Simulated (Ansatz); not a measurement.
```yaml
crystal:
  periodic: [false, false, false]
  atoms:
    - {symbol: C, position_ang: [-1.484821, 1.356550, -0.786388]}
    - {symbol: B, position_ang: [-0.677884, 0.806231, 0.684790]}
    - {symbol: F, position_ang: [0.718545, 0.787024, 0.700931]}
    - {symbol: B, position_ang: [0.899024, -0.651879, 0.739242]}
    - {symbol: C, position_ang: [1.537349, -1.470296, -0.376705]}
    - {symbol: F, position_ang: [-0.685505, -0.748845, 0.666917]}
    - {symbol: H, position_ang: [-2.488495, 1.275850, -0.631307]}
    - {symbol: H, position_ang: [-1.121300, 2.472793, -0.570598]}
    - {symbol: H, position_ang: [-0.957233, 0.885990, -1.591302]}
    - {symbol: H, position_ang: [-1.348828, 1.071985, 1.722391]}
    - {symbol: H, position_ang: [1.106739, -1.002634, 1.931547]}
    - {symbol: H, position_ang: [1.150454, -1.106493, -1.268751]}
    - {symbol: H, position_ang: [1.256257, -2.505442, -0.348895]}
    - {symbol: H, position_ang: [2.432035, -1.293161, -0.504324]}
basis:
  gaussian: {orbitals: aug-pcseg-2, nuclear_model: gaussian}
hamiltonian: {xc: {name: RPBE}, dispersion: d4}
relax: {f_tol: 0.001, max_steps: 1}
```

```sh
$ ansatz run in.yaml --threads 2 --pin off --events-out ev --progress --plain --max-ram 22528MiB --backend cuda --devices 0, --max-vram 18GiB
```

(1) How does Ansatz answer? (An estimate is asked.)

## Answers

(1) The calculation gave: No converged result was reached.
```
Functional definition: RPBE
1686 factors; their error is unknown
mean field evaluation 1: about -8975.5136 eV, gradient 9.1e1 eV
mean field evaluation 2: about -8954.8781 eV, gradient 1.1e2 eV
mean field evaluation 4: about -8994.0188 eV, gradient 1.1e1 eV
mean field evaluation 8: about -8994.2186 eV, gradient 3.0e-1 eV
mean field evaluation 16: about -8994.1449 eV, gradient 1.2e-2 eV
mean field -8994.14495012 eV, -330.5287304667 hartree, gradient 1.9e-5 eV, S^2 0.000000; 0 other end points of the search recorded, 0 dependent functions left out
reference -8994.14502836 eV, -330.5287333417 hartree; 24, 24 occupied and 436, 436 virtual orbitals, 1686 factors
relax step   1: F+E_penalty+E_count = -8995.07596821 eV  Δ(F+E_penalty+E_count) = +0.000e0 eV  max|allowed force component| = 9.682e0 eV/Å  Δτ_max = 0.0000 Å  (35 SCF iters, accepted)
Error: geometry relaxation did not converge after 1 steps: max|allowed force component| = 9.68e0 eV/Å (threshold 1.0e-3). Raise `relax.max_steps` over both its present limit and 1, loosen `relax.f_tol`, or start from a geometry closer to equilibrium. Where this run's directory can be resumed (`checkpoint.write`), a resume goes on for up to `relax.max_steps` more
```
